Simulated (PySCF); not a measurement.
A PySCF script (with the pyscf-properties extension) for the NMR shieldings of SMILES C#C/C=C/[CH2][Al@@H-]([NH3+])[NH]C, C₆H₁₃AlN₂, on a GFN2-xTB geometry:

```python
import basis_set_exchange as bse
import numpy as np
from pyscf import gto, dft
from pyscf.prop import nmr

atoms = """
C     4.129828   -1.308139    0.562465
C     3.315387   -0.432152    0.438459
C     2.354360    0.579274    0.256296
C     1.192235    0.625623    0.936441
C     0.116478    1.589832    0.691674
Al   -1.193611    0.869038   -0.725516
N     0.177441   -0.199814   -1.840988
N    -2.325934   -0.434926   -0.231201
C    -3.196789   -0.447384    0.936484
H     4.845689   -2.063219    0.692034
H     2.611872    1.357939   -0.455887
H     0.995412   -0.155387    1.662167
H     0.515988    2.537648    0.308969
H    -0.413644    1.809814    1.624131
H    -1.638600    1.916539   -1.772475
H    -0.065926   -1.166248   -2.034950
H     0.402997    0.257191   -2.719783
H     1.019569   -0.195720   -1.247759
H    -2.586934   -1.205539   -0.838277
H    -3.111160   -1.387437    1.493025
H    -4.249849   -0.306869    0.668719
H    -2.905219    0.369713    1.595121
"""
names = dict.fromkeys(["C", "Al", "N", "H"], "pcSseg-1")
basis = {el: gto.basis.parse(bse.get_basis(n, elements=[el], fmt="nwchem")) for el, n in names.items()}
mol = gto.M(atom=atoms, basis=basis, charge=0, verbose=0)
mf = dft.RKS(mol, xc="PBE0")
mf.grids.level = 2
mf.grids.alignment = dft.numint.BLKSIZE   # the property module wants whole blocks of grid points
mf.conv_tol = 1e-9
mf.kernel()

calc = nmr.RKS(mf)   # GIAO
C = mf.mo_coeff
Co = C[:, mf.mo_occ > 0]
resp = mf.gen_response(singlet=True, hermi=2)
def vind(x):   # induced exchange potential for any number of trial vectors
    d = np.einsum("pi,xij,qj->xpq", C, 2 * x.reshape(-1, C.shape[1], Co.shape[1]), Co, optimize=True)
    return np.einsum("xpq,pi,qj->xij", resp(d - d.transpose(0, 2, 1)), C, Co, optimize=True).ravel()
mo1, _ = nmr.rhf.solve_mo1(calc, with_cphf=vind)
sigma = calc.kernel(mo1)
for i, s in enumerate(sigma):   # ppm
    w = np.linalg.eigvalsh((s + s.T) / 2)
    print("%2d %-2s iso %8.1f  s11 %8.1f  s22 %8.1f  s33 %8.1f" % (i, mol.atom_pure_symbol(i), w.mean(), *w))
```

Q: What are the results?

A: 
```
 0 C  iso    104.2  s11     39.7  s22     61.6  s33    211.4
 1 C  iso     98.9  s11     -1.6  s22      1.0  s33    297.4
 2 C  iso     86.0  s11     -6.3  s22    113.1  s33    151.1
 3 C  iso     15.0  s11   -113.4  s22      1.9  s33    156.3
 4 C  iso    159.1  s11    127.9  s22    163.8  s33    185.7
 5 Al iso    444.4  s11    390.3  s22    456.7  s33    486.1
 6 N  iso    236.9  s11    219.6  s22    233.0  s33    258.0
 7 N  iso    247.8  s11    222.4  s22    246.1  s33    275.0
 8 C  iso    153.1  s11    127.2  s22    147.4  s33    184.9
 9 H  iso     29.2  s11     25.1  s22     25.2  s33     37.3
10 H  iso     26.7  s11     23.7  s22     26.0  s33     30.4
11 H  iso     24.4  s11     20.5  s22     24.5  s33     28.3
12 H  iso     30.1  s11     25.9  s22     28.9  s33     35.5
13 H  iso     29.6  s11     26.4  s22     27.7  s33     34.6
14 H  iso     27.7  s11     23.9  s22     25.6  s33     33.5
15 H  iso     30.4  s11     24.7  s22     26.2  s33     40.4
16 H  iso     30.4  s11     24.5  s22     25.1  s33     41.5
17 H  iso     26.7  s11     17.8  s22     20.0  s33     42.2
18 H  iso     32.4  s11     22.9  s22     32.8  s33     41.5
19 H  iso     28.7  s11     23.4  s22     26.6  s33     36.1
20 H  iso     28.6  s11     23.0  s22     26.5  s33     36.3
21 H  iso     29.1  s11     24.5  s22     28.4  s33     34.3
```

These numbers come from an equivalent density-fitted implementation of the same equations, which agrees with the script to about 0.01 ppm for H and up to a few tenths of a ppm for heavy atoms, so last digits may differ.

Size and cost of the density-fitted run: 225 basis functions, 94 s wall time on 1 thread of an Arm Neoverse N1, shared host; peak memory 1 GiB.
